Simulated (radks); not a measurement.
All-electron atom: Ni18+ in [Ne].

All-electron calculation, non-relativistic Kohn-Sham, BLYP, spin-polarised, spherical densities, point nucleus. Program: a radial shooting solver on a logarithmic mesh with Libxc functionals.

Energy parts (hartree):
| part | energy |
|---|---|
| total | -1338.44472 |
| kinetic | 1338.00818 |
| electron-nucleus | -2889.99464 |
| Hartree | 257.60015 |
| exchange-correlation | -44.05841 |

Orbitals (lengths in bohr, moments of r in powers of bohr; <r^-3> diverges for s and p1/2):
orbital	occ.	eigenvalue (hartree)	<r^2>	<r^-3>	<r>
1s	2	-323.6059	0.004023	-	0.05479
2s	2	-58.97188	0.06985	-	0.2439
2p	6	-54.74321	0.05473	620.6	0.2119
3s	0	-23.02376	0.4277	-	0.6145
3p	0	-21.68031	0.4121	136.2	0.5992
3d	0	-19.74465	0.3373	20.06	0.5410

The highest occupied level is 2p at -1489.6 eV. The density falls to 0.001 e/bohr^3 at r = 0.83 bohr. Virial ratio -V/T = 2.00033. For comparison, the ionisation energy in NIST's Atomic Spectra Database is 1540.1 eV (measured). In exact Kohn-Sham theory the highest level is minus the ionisation energy, but local and semilocal functionals leave it too shallow, through self-interaction and a potential that decays too fast; potentials with the right tail come closer.
